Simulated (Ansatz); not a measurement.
Reaction R1 → 0.5 P1 + P2, each structure at its B3LYP-D3(BJ)/def2-TZVP stationary point, reached from a drawn start (curvature not checked).
R1: H2O (SMILES O), charge 0, multiplicity 1.
P1, H2 (SMILES [H][H]) (charge 0, multiplicity 1):
```xyz
2

H      0.0000     0.0000    -0.3720
H      0.0000     0.0000     0.3720
```
P2: OH (SMILES [OH]), charge 0, multiplicity 2.

P less R. No zero-point or thermal terms; singlets are restricted closed shells; open shells are unrestricted; no spin–orbit coupling.

Cores are frozen in the correlated methods.

Run with Ansatz (Gaussian basis) for Hartree–Fock, density functionals and correlated methods. All values are computed, each at the level named.

Q: Give the reaction energy at the level MP2/cc-pVTZ.

A: 73.7 kcal/mol

Q: Give the reaction energy at the level B2PLYP/def2-TZVPP.

A: 68.6 kcal/mol

Q: What is the computed reaction energy (SCS-MP2/cc-pVDZ)?

A: 64.8 kcal/mol

Ansatz is a quantum-chemistry and plane-wave program.
